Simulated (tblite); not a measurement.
C8H16Si.
Geometry (GFN2-xTB, Å), atoms numbered from 1 in this order:
```
atom  x, y, z in Å
C1    -3.410   -0.669    0.079
C2    -2.500    0.453    0.570
C3    -1.081    0.319    0.034
C4    -0.275   -0.879    0.585
C5     1.066   -0.182    0.929
C6     2.207   -0.631    0.055
C7     3.300    0.314   -0.341
C8     2.325   -0.178   -1.368
Si9    0.265    1.539    0.642
H10   -4.417   -0.550    0.476
H11   -3.028   -1.636    0.396
H12   -3.468   -0.665   -1.008
H13   -2.912    1.416    0.254
H14   -2.477    0.450    1.662
H15   -1.133    0.266   -1.057
H16   -0.153   -1.689   -0.134
H17   -0.748   -1.287    1.479
H18    1.356   -0.366    1.968
H19    2.512   -1.656    0.249
H20    3.217    1.340   -0.016
H21    4.316   -0.052   -0.377
H22    1.591    0.518   -1.744
H23    2.671   -0.884   -2.108
H24    0.810    2.490   -0.326
H25   -0.045    2.242    1.889
```

All values are computed: GFN2-xTB (tblite) harmonic vibrations without scaling, gas phase. This tight-binding method is rough: wavenumbers can miss measured ones by several per cent, in bad cases by 10 to 20. Modes of hydrogen on silicon can be 10 to 20 % off. One conformer, not necessarily the lowest.

Harmonic wavenumbers (cm⁻¹): 34.0, 81.7, 110.5, 131.0, 190.6, 208.7, 229.1, 314.7, 370.0, 397.7, 411.9, 480.1, 510.2, 548.1, 620.4, 692.9, 733.6, 790.8, 810.5, 812.3, 841.1, 858.4, 930.4, 950.3, 985.9, 995.9, 1012.1, 1038.6, 1060.3, 1070.2, 1071.2, 1086.1, 1110.2, 1130.3, 1145.6, 1156.8, 1159.1, 1184.6, 1217.5, 1253.3, 1261.3, 1279.3, 1296.1, 1304.4, 1350.7, 1388.0, 1413.7, 1440.3, 1484.8, 1494.0, 1500.3, 1505.5, 1508.6, 2248.2, 2265.9, 2924.3, 2936.1, 2954.4, 2970.2, 2984.8, 2995.1, 2998.3, 3024.7, 3027.8, 3039.6, 3080.2, 3082.9, 3088.1, 3103.1.

A = 2872, B = 761.1, C = 690.3 MHz; mass 140.102 u (most abundant isotopes); point group C1, symmetry number 1.

**Question.** What is the zero-point energy?

**Answer.** ½Σν̃ = 47344 cm⁻¹ = 135.36 kcal/mol.

**Question.** What is S at 200 K and 1 bar for an ideal gas of classical rigid rotors and harmonic oscillators?

**Answer.** Translation 38.77, rotation 28.55, vibration 20.12: S = 87.4 cal/(mol K).

**Question.** And Cp and H(200 K) − H(0)?

**Answer.** Cp = 30.33 cal/(mol K), of which vibrations give 22.38 (their classical limit is 69 R = 137.1); H(200 K) − H(0) = 3.78 kcal/mol without the zero-point energy, 2.19 from vibrations.

**Question.** Which modes carry the vibrational entropy at 200 K?

**Answer.** 34.0 cm⁻¹: 4.79; 81.7 cm⁻¹: 3.07; 110.5 cm⁻¹: 2.49; 131.0 cm⁻¹: 2.18; 190.6 cm⁻¹: 1.51; 208.7 cm⁻¹: 1.36 cal/(mol K); the other 63 give 4.72 together.

**Question.** Blend soft modes into free rotors: weight 1/[1 + (100 cm⁻¹/ν̃)⁴] for the oscillator and the rest for a rotor with moment μB/(μ + B), μ = h/(8π²ν), B = 10⁻⁴⁴ kg m². What vibrational entropy results?

**Answer.** 18.61 cal/(mol K) in place of 20.12, which changes −T·S at 200 K by +0.30 kcal/mol.

**Question.** How do the functions run with temperature in this model?

**Answer.** 
```json
{"T (K)": "100", "S (cal/(mol K))": "70.8", "Cp (cal/(mol K))": "19.1", "H − H(0) (kcal/mol)": "1.32", "G − H(0) (kcal/mol)": "-5.76", "ln q(vib)": "1.89"}
{"T (K)": "300", "S (cal/(mol K))": "102.2", "Cp (cal/(mol K))": "43.8", "H − H(0) (kcal/mol)": "7.47", "G − H(0) (kcal/mol)": "-23.19", "ln q(vib)": "7.41"}
{"T (K)": "500", "S (cal/(mol K))": "130.9", "Cp (cal/(mol K))": "69.8", "H − H(0) (kcal/mol)": "18.94", "G − H(0) (kcal/mol)": "-46.53", "ln q(vib)": "13.29"}
{"T (K)": "800", "S (cal/(mol K))": "169.8", "Cp (cal/(mol K))": "95.2", "H − H(0) (kcal/mol)": "44.03", "G − H(0) (kcal/mol)": "-91.79", "ln q(vib)": "22.32"}
{"T (K)": "1000", "S (cal/(mol K))": "192.3", "Cp (cal/(mol K))": "106.3", "H − H(0) (kcal/mol)": "64.24", "G − H(0) (kcal/mol)": "-128.04", "ln q(vib)": "28.12"}
```

q(vib) and H(0) count from the zero-point level.

Hindered rotation and anharmonicity are outside this model. Other conformers, if any are populated, would add a mixing term that is left out. The structure is chiral; the term R ln 2 for an equal mix with its mirror image is left out.

The run took 2.2 s wall on Arm Neoverse N1, one thread, shared host with 64 logical CPUs at a one-minute load of 62. This covers the Hessian and the dipole derivatives.
